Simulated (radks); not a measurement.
Valence configurations of P+ (all share [Ne]). All-electron calculation, non-relativistic Kohn-Sham, PBE, spin-unpolarised, spherical densities, point nucleus. Program: a radial shooting solver on a logarithmic mesh with Libxc functionals. Energies are relative to 3s2 3p2; eigenvalues in eV.

valence      E (eV)    e(3p)    e(3s)
3s2 3p2       0.000  -14.227  -23.206
3s1.5 3p2.5   4.501  -14.525  -23.551
3s1 3p3       9.025  -14.813  -23.884
3s0.5 3p3.5  13.571  -15.093  -24.206
3p4          18.138  -15.363        -

NIST lists [Ne] 3s2 3p2 as the ground configuration; this level of theory agrees among the configurations tried. The energies are those of spherical spin-averaged densities, not of single terms.
